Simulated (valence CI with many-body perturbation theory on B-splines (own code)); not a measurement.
Results of a calculation; reference values are marked as such.
## Energy levels of Ho XXXVI

Level of theory: configuration interaction combined with many-body perturbation theory (CI+MBPT): four valence electrons over a frozen Dirac-Fock core [Ar] 3d10, a basis of 11 s, 11 p, 10 d, 8 f, 5 g, 2 h functions for each j, with the one-electron correlation potential Σ1, the two-electron term Σ2, the three-electron term Σ3, Breit, model QED; selected CI, second order for the rest, scaled by the run's own slope (own B-spline code, finite nucleus).

No measured spectrum was set against this ion. As an estimate, large intervals hold to a few tenths of a per cent, small ones and those within an open d or f shell to about a per cent. Among the levels kept, up to 400 cm⁻¹ of a level comes from second order outside the variational space, and about a tenth of that is noise between levels of different J, which matters for small intervals.

Levels 46 to 90 of 187, with energies above the lowest level, (4s^2 4p1/2^2) J=0. "Leading %" is the weight of the configuration and term that name the level; weights of strongly mixed levels are sums over their largest components and can fall short, so below about 35 % the name and the second component can differ from the true leading terms, or belong to a minority configuration. In the jj column 3d3/2^4 stands for four electrons in 3d with j = 3/2.

```csv
No.,Configuration,Term,J,E (× 10³ cm⁻¹),Leading %,Leading jj,Second component
46,4s 4p2 4d,3D,2,2625.0,29,4s 4p1/2 4p3/2 4d3/2 (62 %),23 % 4s 4p2 4d 5D
47,4s 4p2 4d,5P,1,2631.0,44,4s 4p1/2 4p3/2 4d3/2 (64 %),19 % 4s 4p2 4d 3P
48,4s 4p2 4d,3D,1,2643.5,36,4s 4p1/2 4p3/2 4d3/2 (78 %),21 % 4s 4p2 4d 1P
49,4s 4p2 4d,5D,3,2669.4,31,4s 4p1/2 4p3/2 4d5/2 (78 %),31 % 4s 4p2 4d 3F
50,4s 4p2 4d,3P,2,2674.8,31,4s 4p1/2 4p3/2 4d5/2 (71 %),15 % 4s 4p2 4d 1D
51,4s 4p2 4d,3F,2,2707.0,28,4s 4p1/2 4p3/2 4d3/2 (57 %),16 % 4s2 4p 4f 3F
52,4s 4p2 4d,3D,1,2707.4,60,4s 4p1/2 4p3/2 4d3/2 (81 %),13 % 4s 4p2 4d 3P
53,4s 4p2 4d,3F,4,2710.2,31,4s 4p1/2 4p3/2 4d5/2 (66 %),16 % 4s 4p2 4d 3G
54,4s 4p2 4d,3D,3,2710.9,37,4s 4p1/2 4p3/2 4d5/2 (71 %),16 % 4s 4p2 4d 3F
55,4s 4p2 4d,3D,3,2731.9,44,4s 4p1/2 4p3/2 4d5/2 (74 %),34 % 4s 4p2 4d 3F
56,4s 4p2 4d,1G,4,2734.2,45,4s 4p1/2 4p3/2 4d5/2 (85 %),27 % 4s 4p2 4d 3F
57,4s 4p2 4d,3P,0,2745.0,86,4s 4p1/2 4p3/2 4d3/2 (74 %),6 % 4s2 4d2 3P
58,4s 4p2 4d,3D,1,2768.6,67,4s 4p1/2 4p3/2 4d5/2 (89 %),11 % 4s 4p2 4d 1P
59,4s 4p2 4d,1F,3,2781.2,26,4s 4p1/2 4p3/2 4d5/2 (46 %),24 % 4s2 4p 4f 3G
60,4s 4p2 4d,3P,1,2811.9,40,4s 4p1/2 4p3/2 4d5/2 (91 %),29 % 4s 4p2 4d 3S
61,4s 4p2 4d,3P,2,2813.0,22,4s 4p1/2 4p3/2 4d5/2 (67 %),17 % 4s 4p2 4d 3D
62,4s 4p2 4d,3P,0,2821.3,43,4s 4p1/2 4p3/2 4d5/2 (69 %),39 % 4s 4p2 4d 1S
63,4s 4p2 4d,3D,2,2822.1,41,4s 4p1/2 4p3/2 4d5/2 (72 %),12 % 4s 4p2 4d 3P
64,4p4,1D,2,2844.3,28,4p1/2 4p3/2^3 (28 %),16 % 4s 4p2 4d 1D
65,4s2 4p 4f,3G,3,2845.5,35,4s^2 4p1/2 4f5/2 (43 %),22 % 4s 4p2 4d 3G
66,4s2 4p 4f,3G,4,2860.6,28,4s^2 4p1/2 4f7/2 (70 %),24 % 4s2 4p 4f 1G
67,4p4,3P,1,2864.9,35,4p1/2 4p3/2^3 (35 %),35 % 4s 4p2 4d 1P
68,4s2 4p 4f,3D,3,2890.5,29,4s^2 4p1/2 4f7/2 (53 %),14 % 4s2 4p 4f 1F
69,4s2 4p 4f,3F,2,2893.0,20,4s^2 4p1/2 4f5/2 (39 %),12 % 4s2 4p 4f 1D
70,4s 4p2 4d,3D,2,3011.8,28,4s 4p3/2^2 4d3/2 (84 %),24 % 4s 4p2 4d 5P
71,4s 4p2 4d,3P,1,3014.3,32,4s 4p3/2^2 4d3/2 (83 %),30 % 4s 4p2 4d 5P
72,4s 4p2 4d,3D,3,3015.1,27,4s 4p3/2^2 4d3/2 (72 %),19 % 4s 4p2 4d 5D
73,4s 4p2 4d,3F,4,3017.3,38,4s 4p3/2^2 4d5/2 (64 %),31 % 4s 4p2 4d 5D
74,4s 4p2 4d,5F,5,3046.6,48,4s 4p3/2^2 4d5/2 (91 %),46 % 4s 4p2 4d 3G
75,4s 4p2 4d,3P,0,3050.9,40,4s 4p3/2^2 4d5/2 (66 %),26 % 4s 4p2 4d 1S
76,4s 4p2 4d,3F,4,3062.0,50,4s 4p3/2^2 4d3/2 (55 %),13 % 4s 4p2 4d 3G
77,4s2 4d2,3F,2,3084.6,42,4s^2 4d3/2^2 (63 %),17 % 4s2 4d2 1D
78,4s 4p2 4d,3P,0,3095.3,44,4s 4p3/2^2 4d3/2 (42 %),25 % 4s2 4d2 3P
79,4s 4p2 4d,1F,3,3116.8,23,4s^2 4p3/2 4f5/2 (35 %),14 % 4s2 4p 4f 1F
80,4s 4p2 4d,3D,1,3133.5,56,4s 4p3/2^2 4d3/2 (76 %),12 % 4s2 4p 4f 3D
81,4s 4p2 4d,3F,4,3143.8,30,4s^2 4d3/2 4d5/2 (33 %),26 % 4s2 4d2 1G
82,4s 4p2 4d,3D,2,3146.6,35,4s 4p3/2^2 4d3/2 (49 %),12 % 4s2 4p 4f 3D
83,4s 4p2 4d,3D,1,3155.1,33,4s 4p3/2^2 4d3/2 (55 %),17 % 4s2 4p 4f 3D
84,4s2 4d2,3F,2,3168.4,20,4s^2 4d3/2 4d5/2 (24 %),14 % 4s2 4d2 3P
85,4s 4p2 4d,3D,3,3172.3,35,4s 4p3/2^2 4d5/2 (60 %),16 % 4s 4p2 4d 3F
86,4s2 4d2,3F,3,3174.2,54,4s^2 4d3/2 4d5/2 (54 %),23 % 4s 4p2 4d 3D
87,4s 4p2 4d,1P,1,3174.6,30,4s 4p3/2^2 4d5/2 (77 %),24 % 4s 4p2 4d 3S
88,4s2 4d2,1D,2,3184.7,27,4s 4p3/2^2 4d5/2 (33 %),16 % 4s 4p2 4d 3D
89,4s2 4d2,3P,0,3198.1,39,4s^2 4d3/2^2 (55 %),27 % 4s 4p2 4d 3P
90,4s2 4p 4f,3D,3,3225.8,21,4s^2 4p3/2 4f7/2 (40 %),16 % 4s 4p2 4d 3D
```

Where two levels of one J and parity lie close, their mixing, g and order are uncertain.
